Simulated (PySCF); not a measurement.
Ligands exchanged one at a time, B H-OH. All species are isolated molecules in the gas phase. One relaxed conformer stands for each flexible species; it need not be the lowest. Strings in code marks are SMILES.

All values below come from PySCF with PBE-D3(BJ)/def2-TZVP // PBE0-D4/def2-TZVP. Excitations are Tamm–Dancoff values on a coarser integration grid. The basis has no diffuse functions, so Rydberg states are missing or too high.

| species | LUMO (eV) | S1 excitation (TDA) (eV) | S1–T1 gap (TDA) (eV) | HOMO (eV) |
|---|---|---|---|---|
| 0 of 3 H replaced by OH (`B`) | -3.05 | – | – | -8.47 |
| 1 of 3 H replaced by OH (`BO`) | -1.42 | 6.15 | 0.65 | -7.36 |
| 2 of 3 H replaced by OH (`OBO` (H–O–B–O torsion 0°, O–B–O–H torsion 180°)) | -0.03 | 7.88 | 0.64 | -7.72 |
| 3 of 3 H replaced by OH (`OB(O)O`) | -0.72 | 6.76 | 0.14 | -7.42 |
